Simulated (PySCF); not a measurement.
Match the calculated data to a structure.

All candidates are C6H11B.

| technique | computed result |
| --- | --- |
| Rotational structure | rotational constants A, B, C: 5.545, 1.298, 1.086 GHz [PBE0-D3(BJ)/def2-SVP] |
| 1H NMR | chemical shifts (computed TMS as zero) by class: 7.17 (1 H), 6.85 (1 H), 6.42 (1 H), 5.67 (1 H), 5.64 (1 H), 1.00 (6 H) ppm [GIAO PBE0/pcSseg-1] |
| NMR, other nuclei | isotropic shieldings of nuclei other than C and H, by class: 25 (1 B) ppm [GIAO PBE0/pcSseg-1] |
| Valence photoelectron | vertical ionisation energy: 8.73 eV [ΔSCF wB97X-D/def2-SVPD] |
| Couplings | largest of the computed one-bond spin–spin couplings (means over like bonds): 13C–1H +170.6, 13C–1H +165.9, 13C–1H +163.0, 13C–1H +156.2, 13C–1H +143.0, 13C–1H +123.4 (×6), 13C–13C +74.9, 13C–11B +65.3 Hz [B3LYP/pcJ-1, spin–dipole term left out for some pairs] |
| 13C NMR | chemical shifts (computed TMS as zero) by class: 158.1 (1 C), 145.5 (1 C), 145.0 (1 C), 131.8 (1 C), 17.1 (2 C) ppm [GIAO PBE0/pcSseg-1] |

Gas-phase values; electronic properties from PySCF, density fitting. Levels stand in brackets. Geometry: PBE0-D3(BJ)/def2-SVP, one conformer, isolated molecule. NMR classes are plain means over equivalent atoms (diastereotopic ones count apart unless rotation or inversion swaps them), as if these changed places fast.

Question: Which candidate is it?
A. `C=C/C=C\B(C)C`
B. `B/C(=C\C)C(=C)C`
C. `C=CCBC(=C)C`

Answer: A. It is `C=C/C=C\B(C)C`. Numbering: `[CH2:1]=[CH:2]/[CH:3]=[CH:4]\[B:5]([CH3:6])[CH3:7]`. 6 carbons fall into 5 classes; from least to most shielded: alkene CH carbon [C3] (158.1 ppm), alkene CH carbon [C2] (145.5 ppm), alkene CH carbon [C4] (145.0 ppm), terminal =CH2 carbon [C1] (131.8 ppm), sp3 carbon bound to boron [C6/C7] (17.1 ppm, 2 C, up to 2.1 ppm apart in this geometry). Hydrogen classes from least to most shielded: 1 H on an alkene CH carbon, C2 (7.17 ppm), 1 H on an alkene CH carbon, C3 (6.85 ppm), 1 H on an alkene CH carbon, C4 (6.42 ppm), 1 H on a terminal =CH2 carbon, C1 (5.67 ppm), 1 H on a terminal =CH2 carbon, C1 (5.64 ppm), 6 H on 2 like atoms (sp3 carbon bound to boron), C6/C7 (1.00 ppm, a mean of values up to 0.5 ppm apart in this geometry). The other shieldings belong to: 25 ppm, three-coordinate boron [B5]. The couplings run between: +170.6 Hz, terminal =CH2 carbon [C1] and its hydrogen; +165.9 Hz, terminal =CH2 carbon [C1] and its hydrogen; +163.0 Hz, alkene CH carbon [C2] and its hydrogen; +156.2 Hz, alkene CH carbon [C3] and its hydrogen; +143.0 Hz, alkene CH carbon [C4] and its hydrogen; +123.4 Hz, sp3 carbon bound to boron [C6] and its hydrogen (with 5 like pairs); +74.9 Hz, terminal =CH2 carbon [C1] and alkene CH carbon [C2]; +65.3 Hz, alkene CH carbon [C4] and three-coordinate boron [B5]. The first electron is taken from the HOMO, whose largest Löwdin shares are 0.26 on an alkene CH carbon, 0.23 on the terminal =CH2 carbon, 0.18 on an alkene CH carbon and 0.17 on an alkene CH carbon. The optimised geometry has point group C1 and is an asymmetric top.

The others, at the same levels:
- `B/C(=C\C)C(=C)C` fails: it has 6 carbon classes against 5; its computed 13C shifts are 164.9 (1 C), 151.3 (1 C), 150.5 (1 C), 124.4 (1 C), 22.7 (1 C), 21.7 (1 C) ppm, 1H shifts are 7.42 (2 H), 6.97 (1 H), 6.36 (1 H), 5.49 (1 H), 2.41 (3 H), 1.90 (3 H) ppm and vertical ionisation energy is 8.43 eV (against 8.73 eV).
- `C=CCBC(=C)C` fails: it has 6 carbon classes against 5; its computed 13C shifts are 157.3 (1 C), 154.3 (1 C), 137.1 (1 C), 128.8 (1 C), 31.6 (1 C), 23.7 (1 C) ppm, 1H shifts are 6.44 (1 H), 6.30 (1 H), 5.78 (1 H), 5.49 (1 H), 5.48 (1 H), 5.38 (1 H), 2.41 (2 H), 1.88 (3 H) ppm and vertical ionisation energy is 9.04 eV (against 8.73 eV).

Each candidate is one conformer, not necessarily the lowest. Dipoles, sizes and rotational constants follow the conformer. The torsions of the flexible species, by atom-mapped SMILES:
- `[CH2:1]=[CH:2]/[CH:3]=[CH:4]\[B:5]([CH3:6])[CH3:7]`: C1–C2–C3–C4 179°, C3–C4–B5–C6 -23°
- `[BH2:1]/[C:2](=[CH:3]\[CH3:4])[C:5](=[CH2:6])[CH3:7]`: B1–C2–C5–C6 5°
- `[CH2:1]=[CH:2][CH2:3][BH:4][C:5](=[CH2:6])[CH3:7]`: C1–C2–C3–B4 -78°, C2–C3–B4–C5 -85°, C3–B4–C5–C6 -179°
